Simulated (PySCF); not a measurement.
Si(H)(OH)(SiH3)2 (H₈OSi₃), SMILES O[SiH]([SiH3])[SiH3].

Geometry: PBE0-D3(BJ)/def2-SVP. The values are those of a single conformer.

Two levels are set side by side: PBE/def2-TZVP (PySCF) and PBE0/def2-TZVP (PySCF). Same geometry, gas phase. Differences are taken from unrounded values.

```
quantity                       PBE
---------------------------  -----
orbital gap (eV)              4.65
highest occupied level (eV)  -6.32
lowest empty level (eV)      -1.68
dipole moment (D)             0.97
mean polarisability (bohr³)   95.9
```

**Question.** These are the PBE values. What does PBE0 give? (The exact figures need the calculation; the answer reports its results.)

**Answer.** 
| quantity | PBE0 | PBE minus PBE0 |
|---|---|---|
| orbital gap (eV) | 6.63 | -1.98 |
| highest occupied level (eV) | -7.46 | 1.14 |
| lowest empty level (eV) | -0.84 | -0.84 |
| dipole moment (D) | 1.01 | -0.03 |
| mean polarisability (bohr³) | 92.2 | 3.7 |

Without exact exchange PBE keeps part of each electron's self-repulsion, which lifts occupied levels and narrows the gap. PBE's more diffuse valence density responds more strongly to a field. Differences between two approximate levels are no errors against the true value.

Rough cost on one machine, each run with all the roots and properties that it gave: PBE0 against PBE within a factor of 2.
